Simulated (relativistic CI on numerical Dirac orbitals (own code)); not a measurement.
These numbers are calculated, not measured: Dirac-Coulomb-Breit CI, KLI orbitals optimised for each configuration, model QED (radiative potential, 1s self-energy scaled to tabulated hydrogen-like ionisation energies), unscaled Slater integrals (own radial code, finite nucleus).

Configurations in the expansion (outside the closed core [Ar] 3d10): 4s2 4p6 4d7, 4s2 4p5 4d8, 4s2 4p6 4d6 4f, 4s 4p6 4d8, 4s2 4p6 4d6 5s, 4s2 4p5 4d7 4f, 4s2 4p6 4d6 5p, 4s 4p6 4d7 4f, 4s2 4p6 4d5 4f 5s, 4s2 4p6 4d6 5d, 4s2 4p6 4d5 5s 5p, 4s2 4p5 4d7 5s, 4s2 4p6 4d6 5f, 4s2 4p6 4d6 6s, 4s2 4p6 4d6 6p, 4s2 4p6 4d6 7s, 4s 4p6 4d7 5s, 4p6 4d8 4f, 4p6 4d9, 4p5 4d10, 4p5 4d9 4f, 4s2 4p6 4d5 5s2, 4s2 4p6 4d4 4f 5s2, 4s2 4p5 4d5 4f 5s2, 4s2 4p6 4d4 5s2 5p, 4p6 4d8 5s, 4p5 4d9 5s, 4p5 4d8 4f 5s, 4p6 4d7 5s2, 4p5 4d8 5s2, 4p6 4d6 4f 5s2, 4p5 4d7 4f 5s2, 4p6 4d6 5s2 5p. Double excitations out of closed p, d and f shells are left out; levels of such configurations are missing from the list, as are those of other unlisted configurations, and high levels can miss mixing partners.

At this charge energies of transitions that change n are usually good to better than 1 %, and those within a shell (Δn = 0) to a few per cent. Terms inside the open d or f shell come out 10 to 20 % too wide with unscaled integrals.

Outline of the computed level scheme of Pr XVII. Lowest level of each configuration: 4s2 4p6 4d7 4F_9/2 at 0.000 eV; 4s2 4p5 4d8 4G°_11/2 at 106.246 eV; 4s2 4p6 4d6 4f 6G°_11/2 at 117.194 eV.

Some strong electric-dipole decays among the lowest 45 levels: 4s2 4p5 4d8 2G°_9/2 → 4s2 4p6 4d7 2H_11/2 (1.3e+10 s⁻¹); 4s2 4p5 4d8 2F°_7/2 → 4s2 4p6 4d7 2G_9/2 (1.2e+10 s⁻¹); 4s2 4p5 4d8 4S°_3/2 → 4s2 4p6 4d7 4P_5/2 (1.2e+10 s⁻¹); 4s2 4p5 4d8 4F°_9/2 → 4s2 4p6 4d7 4F_9/2 (9.8e+09 s⁻¹); 4s2 4p5 4d8 4D°_7/2 → 4s2 4p6 4d7 4F_9/2 (9.4e+09 s⁻¹); 4s2 4p5 4d8 2S°_1/2 → 4s2 4p6 4d7 2P_3/2 (9.0e+09 s⁻¹); 4s2 4p5 4d8 4D°_5/2 → 4s2 4p6 4d7 4F_7/2 (8.7e+09 s⁻¹); 4s2 4p5 4d8 4D°_1/2 → 4s2 4p6 4d7 4P_1/2 (7.5e+09 s⁻¹).

LS names give the leading component of a level, which can be under half, so a name can repeat, a term be missing and a line seem to break the LS rules.
